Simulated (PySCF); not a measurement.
Zn(Me)(OMe), SMILES [CH3][Zn][O]C (C2H6OZn), singlet, B3LYP/def2-SVP optimised geometry.

```
10

Zn     0.72     0.39     0.00
C      2.66     0.39     0.00
H      3.04     1.08    -0.77
H      3.05    -0.62    -0.21
H      3.05     0.71     0.98
O     -1.06     0.57     0.00
C     -2.05    -0.41     0.00
H     -2.03    -1.07     0.89
H     -3.05     0.07    -0.01
H     -2.02    -1.08    -0.89
```

Density from PySCF with B3LYP/def2-TZVP at that geometry.

Minimum of the electron density along straight lines between bonded atoms, close to the bond critical point (lines longer than 1.1 times the sum of covalent radii, or with two minima, are not listed):

```tsv
bond	length / Å	ρ at the minimum / e bohr⁻³	∇²ρ there / e bohr⁻⁵	position (fraction from the first atom)
Zn1–C2	1.937	?	?	0.50
C2–H3	1.102	0.267	-0.87	0.64
C2–H4	1.102	0.267	-0.87	0.64
C2–H5	1.102	0.267	-0.88	0.64
Zn1–O6	1.785	0.132	?	0.49
O6–C7	1.392	0.274	-0.65	0.64
C7–H8	1.113	0.272	-0.92	0.64
C7–H9	1.108	0.276	-0.95	0.64
C7–H10	1.113	0.272	-0.92	0.64
```

Q: What belongs in the gaps?

A: 
- Zn1–C2, ρ at the minimum / e bohr⁻³: 0.116
- Zn1–C2, ∇²ρ there / e bohr⁻⁵: 0.20
- Zn1–O6, ∇²ρ there / e bohr⁻⁵: 0.70
